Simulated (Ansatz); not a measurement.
`CC1=CB(Cl)C1` + H–F → `CC1=CB(F)C1` + HCl  (ligand exchange at a B–Cl bond)

Gas-phase electronic energies from Ansatz, PBE0-D4/def2-TZVP geometries. CCSD(T)/CBS is the MP2 limit (def2-TZVPP, def2-QZVPP) plus CCSD(T) − MP2 in def2-TZVPP, frozen cores. This one scheme is used for every species. Functionals use def2-TZVPP. B3LYP here is the variant with VWN-RPA as its local correlation; programs differ in this.

`CC1=CB(Cl)C1`:

```xyz
12

C    -1.309    0.727    0.870
C    -0.116    0.229    0.150
C     1.102    0.776   -0.088
B     1.477   -0.501   -0.826
Cl    2.897   -1.096   -1.647
C     0.034   -1.120   -0.545
H    -1.158    1.724    1.284
H    -1.570    0.037    1.679
H    -2.171    0.744    0.194
H     1.489    1.743    0.208
H    -0.636   -1.275   -1.396
H    -0.037   -1.989    0.116
```

H–F:

Z-matrix (Å, degrees):
```
F
H 1 0.920
```

`CC1=CB(F)C1`:

```xyz
12

C     1.520    0.516   -0.531
C     0.132    0.188   -0.135
C    -1.048    0.821   -0.347
B    -1.721   -0.308    0.438
F    -2.956   -0.598    0.802
C    -0.316   -1.031    0.666
H     1.580    1.443   -1.102
H     1.941   -0.301   -1.128
H     2.152    0.601    0.359
H    -1.234    1.745   -0.878
H     0.087   -1.084    1.683
H    -0.137   -1.992    0.173
```

HCl:

Cartesian coordinates in Å:
```
Cl -0.033 -0.638 0.030
H 0.033 0.638 -0.030
```

```json
{"level": "B3LYP-D4", "ΔE (kJ/mol)": "-50.5"}
{"level": "ωB97X-V", "ΔE (kJ/mol)": "-51.3"}
{"level": "B2PLYP", "ΔE (kJ/mol)": "-51.5"}
{"level": "r2SCAN", "ΔE (kJ/mol)": "-49.9"}
{"level": "B3LYP", "ΔE (kJ/mol)": "-56.4"}
{"level": "HF/def2-TZVPP", "ΔE (kJ/mol)": "-63.1"}
{"level": "SCS-MP2/def2-TZVPP", "ΔE (kJ/mol)": "-45.5"}
{"level": "SCS-MP2/def2-QZVPP", "ΔE (kJ/mol)": "-43.6"}
```

Task: What does CCSD(T)/CBS give? (Best estimate.)

Result: Ansatz gave: -43.5 kJ/mol. The listed levels differ from it by -7.0, -7.8, -8.0, -6.4, -12.9, -19.6, -2.0, -0.1 kJ/mol.

Largest T1 diagnostic among the species: 0.012.

The D4 term adds +6.0 kJ/mol with B3LYP and +3.3 kJ/mol with PBE0; it sums over pairs of atoms, weighted by their polarisabilities, and B3LYP, whose exchange is more repulsive, gets the larger term. In def2-TZVPP, CCSD(T) changes the Hartree–Fock value by +15.7 kJ/mol (the triples alone add +3.4 kJ/mol) and MP2 by +23.8 kJ/mol.
